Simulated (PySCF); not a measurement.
InClI2, SMILES [Cl][In]([I])[I].

Coordinates come from a B3LYP-D3(BJ)/def2-SVP optimisation. The structure was generated by enumeration; whether it is a known compound was not checked. The def2 effective core potentials stand for the cores of I, In; spin–orbit coupling is left out.

These are TDDFT-PBE/def2-SVPD (PySCF) values and carry that method's errors.

Vertical excitations. Gas-phase values at a fixed geometry. State labels are in the subgroup C2v.

| state | symmetry | energy (eV) | λ (nm) | f | main pairs |
|---|---|---|---|---|---|
| S1 | B2 | 2.94 | 422 | 0.005 | HOMO→LUMO 99 % |
| S2 | A2 | 3.06 | 406 | 0.000 | HOMO−1→LUMO 100 % |
| S3 | A1 | 3.14 | 395 | 0.015 | HOMO−2→LUMO 99 % |
| S4 | B1 | 3.29 | 377 | 0.005 | HOMO−3→LUMO 100 % |
| S5 | B2 | 3.83 | 324 | 0.036 | HOMO−4→LUMO 90 % |
| S6 | B1 | 4.09 | 303 | 0.007 | HOMO−5→LUMO 100 % |
| S7 | A2 | 4.13 | 300 | 0.000 | HOMO→LUMO+1 100 % |
| S8 | B1 | 4.31 | 288 | 0.000 | HOMO−2→LUMO+1 100 % |
| S9 | B2 | 4.41 | 281 | 0.014 | HOMO−1→LUMO+1 78 %, HOMO−6→LUMO 21 % |
| S10 | A1 | 4.68 | 265 | 0.003 | HOMO−3→LUMO+1 85 %, HOMO−7→LUMO 13 % |
| T1 | B2 | 2.64 | 469 | 0 | HOMO→LUMO 100 % |
| T2 | A2 | 2.79 | 444 | 0 | HOMO−1→LUMO 100 % |
| T3 | A1 | 2.82 | 440 | 0 | HOMO−2→LUMO 100 % |
| T4 | B1 | 3.00 | 413 | 0 | HOMO−3→LUMO 100 % |
Triplets are in the Tamm–Dancoff approximation, which puts them higher than full response would, so one can lie above its singlet here.
